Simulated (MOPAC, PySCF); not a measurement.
C$_{8}$H$_{10}$SSi, SMILES `C(c1cc(cc(c1)S)[SiH3])=C` (C–C–C–C torsion -180°, C–C–S–H torsion 1°), neutral singlet in the gas phase. 

Cartesian coordinates (Å):
```xyz
20

C      3.3954    -1.2802    -0.0631
C      2.0776    -1.5166    -0.0004
C      0.9899    -0.5238    -0.0173
C     -0.3407    -0.9705     0.0630
C     -1.4195    -0.0731     0.0504
Si    -3.1898    -0.6946     0.2072
C     -1.1545     1.3006    -0.0506
C      0.1670     1.7697    -0.1313
S      0.5690     3.4979    -0.2644
C      1.2273     0.8576    -0.1133
H      4.1137    -2.1028    -0.0418
H      3.8102    -0.2713    -0.1366
H      1.7409    -2.5568     0.0724
H     -0.5255    -2.0463     0.1320
H     -3.2986    -2.0594    -0.3841
H     -3.6100    -0.7695     1.6385
H     -4.1144     0.2378    -0.5009
H     -1.9805     2.0169    -0.0722
H     -0.7009     3.9585    -0.2264
H      2.2516     1.2297    -0.1788
```
Charge 0, spin multiplicity 1.

All levels are single points at this geometry (B3LYP-D3(BJ)/def2-SVP); Pople sets use spherical d functions. Orbital energies aren't observables, and empty levels follow the basis.

HF/6-31G* in PySCF gives gap (eV) = 10.67.

Estimate the gap (eV) from each of these levels: PBE-D3(BJ)/def2-TZVP in PySCF; ωB97X-D3(BJ)/def2-TZVP in PySCF; B3LYP/3-21G in PySCF; B3LYP/6-311+G** in PySCF; BP86/6-31G* in PySCF; M06-2X/6-31G* in PySCF; PBE/6-31G* in PySCF; HF/STO-3G in PySCF; AM1 in MOPAC; PM3 in MOPAC; PM6 in MOPAC; PM7 in MOPAC.


| level | gap (eV) |
|---|---|
| PBE-D3(BJ)/def2-TZVP in PySCF | 3.19 |
| ωB97X-D3(BJ)/def2-TZVP in PySCF | 9.09 |
| B3LYP/3-21G in PySCF | 4.97 |
| B3LYP/6-311+G** in PySCF | 4.60 |
| BP86/6-31G* in PySCF | 3.37 |
| M06-2X/6-31G* in PySCF | 7.02 |
| PBE/6-31G* in PySCF | 3.37 |
| HF/STO-3G in PySCF | 12.15 |
| AM1 in MOPAC | 8.36 |
| PM3 in MOPAC | 8.42 |
| PM6 in MOPAC | 8.30 |
| PM7 in MOPAC | 8.16 |
